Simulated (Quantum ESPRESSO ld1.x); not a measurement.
Task: These are the eigenvalues of the occupied orbitals of an atom or ion with whole-number occupations (eV). Calculated with ld1.x of Quantum ESPRESSO 7.5: scalar-relativistic Kohn-Sham, LDA (Slater exchange, Perdew-Zunger correlation), spin-unpolarised, spherical densities, point nucleus.

1s: -71618.6
2s: -12427.5
2p: -10850.2
3s: -2884.99
3p: -2420.02
3d: -1892.18
4s: -609.904
4p: -457.338
4d: -265.955
5s: -96.1656
5p: -57.6977
4f: -53.3588
5d: -15.1019
6s: -13.9503

Which element is it, and in what charge state? The configuration may be excited.

Result: Z = 75, rhenium, charge +1: Re+ in [Xe] 4f14 5d4 6s2. The list shows which subshells hold electrons but not how many an open one holds; the 1s level, -2631.9 hartree, gives Z - s = 72.6 by -(Z - s)^2/2, which with screening and relativity narrows Z to a few neighbours, and the depths of the outer levels then fix element, charge and occupations together.
